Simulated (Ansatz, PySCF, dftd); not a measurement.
System: HSO₃, charge 0, doublet. HSO3 (SMILES O=[S](=O)O, doublet).
B3LYP-D3(BJ)/def2-TZVP minimum from Ansatz (a first-principles code):
```
S
O 1 1.4422
O 1 1.4506 2 122.82
O 1 1.6295 2 105.51 3 -124.03
H 4 0.9714 1 108.25 2 160.68
```
Charge 0, spin multiplicity 2.

Quantity: enthalpy of formation at 298 K (by atomisation, with ideal-gas terms from PySCF's Hessian at B3LYP-D3(BJ)/def2-TZVP and the atoms' measured values of the G2/97 table; no spin-orbit terms), in kJ/mol. Radicals and triplets start from unrestricted determinants; spin-orbit coupling is neglected. Cores are frozen in correlated methods. Rows without X2C or -DK are non-relativistic. CBS(X,Y): correlation extrapolated as X^-3, Hartree-Fock from the larger set. A bracket is a step between two methods taken in the basis named. The functionals are non-relativistic, so their misses hold any scalar relativity. 'core' is core correlation in cc-pwCVTZ (1s frozen past Ne), 'X2C' scalar relativity in cc-pVTZ-DK, both at CCSD(T). Where a partner has so few electrons that a lower coupled-cluster level is exact, that level stands in.

```csv
level,program,enthalpy of formation at 298 K (kJ/mol),difference against the last row
HF/cc-pV(D+d)Z,Ansatz,648.2,1027.6
HF/cc-pV(T+d)Z,Ansatz,503.0,882.4
PBE/def2-TZVPD,Ansatz,-501.0,-121.6
B3LYP-D3(BJ)/def2-TZVPD,Ansatz + dftd3,-352.8,26.6
PBE0-D3(BJ)/def2-TZVPD,Ansatz + dftd3,-367.2,12.2
r2SCANh-D4/def2-TZVPD,Ansatz + dftd4,-370.1,9.3
CAM-B3LYP-D4/def2-TZVPD,Ansatz + dftd4,-360.7,18.7
CCSDT(Q)/cc-pV(D+d)Z,Ansatz,-48.9,330.5
"CCSD(T)/CBS(cc-pV(T+d)Z,cc-pV(Q+d)Z) + [CCSDT(Q) - CCSD(T)]/cc-pV(D+d)Z + core + X2C",Ansatz,-379.4,0.0
```
